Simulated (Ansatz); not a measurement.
Si(H)2(Cl)2 cation (Cl2H2Si), SMILES Cl[SiH2]Cl (connectivity only; charge and spin as stated), charge +1, multiplicity 2. Atoms are numbered in the order given.

```xyz
5

Si     0.0000     0.0000     0.6841
Cl     1.7277     0.0000    -0.3525
Cl    -1.7277     0.0000    -0.3525
H      0.0000     1.2166     1.5880
H      0.0000    -1.2166     1.5880
```
Charge +1, spin multiplicity 2.

Coordinates come from a B3LYP-D3(BJ)/def2-TZVP optimisation. The spin state was assumed, not searched. The isomer is the one that the SMILES or the coordinates give; other isomers of the formula were not compared.

Two levels are set side by side: PBE-D3(BJ)/def2-TZVP (Ansatz, a quantum-chemistry and plane-wave program) and B3LYP-D3(BJ)/def2-TZVP (Ansatz). Each level has its own optimised geometry; the coordinates shown are those of the second. Differences are taken from unrounded values.

```tsv
quantity	B3LYP-D3(BJ)
mean bond length (Å)	1.765
bond Si1–Cl2 (Å)	2.015
bond Si1–Cl3 (Å)	2.015
bond Si1–H4 (Å)	1.516
bond Si1–H5 (Å)	1.516
```

Task: What does PBE-D3(BJ) give, and how far is it from B3LYP-D3(BJ)? (Estimate from the structure and the level; the computed values follow.)

Result: 
```tsv
quantity	PBE-D3(BJ)	PBE-D3(BJ) minus B3LYP-D3(BJ)
mean bond length (Å)	1.776	0.011
bond Si1–Cl2 (Å)	2.026	0.011
bond Si1–Cl3 (Å)	2.026	0.011
bond Si1–H4 (Å)	1.526	0.011
bond Si1–H5 (Å)	1.526	0.011
```

GGA bonds tend to be longer and softer than those of functionals with exact exchange. Differences between two approximate levels are no errors against the true value.
